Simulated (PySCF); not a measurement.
**State search for GeAs**

Unrestricted PBE0; Ge cc-pVDZ-PP with ECP10, As cc-pVDZ-PP with ECP10; scalar-relativistic core potentials (PySCF 2.14). Outer shells of the fragments: Ge 3d10 4s2 4p2; As 3d10 4s2 4p3.

Followed along the bond (rough minima from three points):

```
2Ms+1     unpaired  ⟨S²⟩ at the start  R at minimum (Å)  Te (eV)
    2          π ↑               0.77              2.26     0.00
    2          σ ↑               0.78              2.15     0.27
    4        π ↑↑↑               3.76  none in the scan   ≤ 1.33
    6  σ ↑, π ↑↑↑↑               8.75  none in the scan   ≤ 2.77
```

Solutions found at the starting distance of 2.335 Å, counted from the lowest of them; the search is not exhaustive and high or unbound solutions are not listed, so other states can lie among these:

```json
{"2Ms+1": "2", "unpaired": "π ↑", "term": "²Π", "E (eV)": "0.00", "⟨S²⟩": "0.77", "⟨Lz²⟩": "1.01", "μ (D)": "-1.18"}
{"2Ms+1": "2", "unpaired": "σ ↑", "term": "²Σ⁺", "E (eV)": "0.52", "⟨S²⟩": "0.78", "⟨Lz²⟩": "0.00", "μ (D)": "-1.46"}
{"2Ms+1": "4", "unpaired": "π ↑↑↑", "term": "⁴Π", "E (eV)": "1.50", "⟨S²⟩": "3.76", "⟨Lz²⟩": "1.00", "μ (D)": "0.21"}
{"2Ms+1": "4", "unpaired": "σ ↑, π ↑↑", "term": "mixed", "E (eV)": "1.81", "⟨S²⟩": "3.76", "⟨Lz²⟩": "2.01", "μ (D)": "-0.50"}
{"2Ms+1": "2", "unpaired": "π ↑↑↓", "term": "mixed", "E (eV)": "1.89", "⟨S²⟩": "1.76", "⟨Lz²⟩": "3.02", "μ (D)": "0.20"}
{"2Ms+1": "2", "unpaired": "σ ↓, π ↑↑", "term": "mixed", "E (eV)": "2.27", "⟨S²⟩": "1.77", "⟨Lz²⟩": "2.01", "μ (D)": "-0.44"}
{"2Ms+1": "4", "unpaired": "σ ↑, π ↑↑", "term": "mixed", "E (eV)": "2.29", "⟨S²⟩": "3.76", "⟨Lz²⟩": "2.00", "μ (D)": "-0.82"}
{"2Ms+1": "2", "unpaired": "σ ↓, π ↑↑", "term": "mixed", "E (eV)": "2.75", "⟨S²⟩": "1.76", "⟨Lz²⟩": "2.01", "μ (D)": "-0.77"}
{"2Ms+1": "6", "unpaired": "σ ↑, π ↑↑↑↑", "term": "⁶Σ⁺", "E (eV)": "3.14", "⟨S²⟩": "8.75", "⟨Lz²⟩": "0.00", "μ (D)": "1.79"}
{"2Ms+1": "2", "unpaired": "π ↑", "term": "mixed", "E (eV)": "3.15", "⟨S²⟩": "0.75", "⟨Lz²⟩": "3.01", "μ (D)": "0.24"}
{"2Ms+1": "4", "unpaired": "σ ↓, π ↑↑↑↑", "term": "mixed", "E (eV)": "4.10", "⟨S²⟩": "4.77", "⟨Lz²⟩": "0.00", "μ (D)": "2.11"}
{"2Ms+1": "4", "unpaired": "σ ↑, π ↑↑", "term": "⁴Σ⁻", "E (eV)": "4.97", "⟨S²⟩": "3.75", "⟨Lz²⟩": "0.00", "μ (D)": "0.28"}
{"2Ms+1": "4", "unpaired": "σ ↑↑, π ↑", "term": "⁴Π", "E (eV)": "5.04", "⟨S²⟩": "3.76", "⟨Lz²⟩": "1.01", "μ (D)": "-0.19"}
{"2Ms+1": "6", "unpaired": "σ ↑↑, π ↑↑↑", "term": "⁶Π", "E (eV)": "6.17", "⟨S²⟩": "8.75", "⟨Lz²⟩": "1.00", "μ (D)": "1.39"}
```

A term symbol is given only where ⟨S²⟩ and ⟨Lz²⟩ are close to those of a pure state; real π, δ and φ orbitals otherwise mix terms. A positive dipole means Ge(−)As(+).

Task: Compare the gap between the two lowest followed solutions at the starting distance with the gap between their minima.

Result: At PBE0 the second solution (doublet, unpaired electrons σ ↑) lies +0.52 eV from the first (doublet, unpaired electrons π ↑) at 2.335 Å and +0.27 eV at the minima; the two curves relax by different amounts, since their minima lie near 2.15 and 2.26 Å.

Spin–orbit coupling is left out. Counting both spins, an empty level lies below a filled one in some of these solutions, because spin and occupation are held.
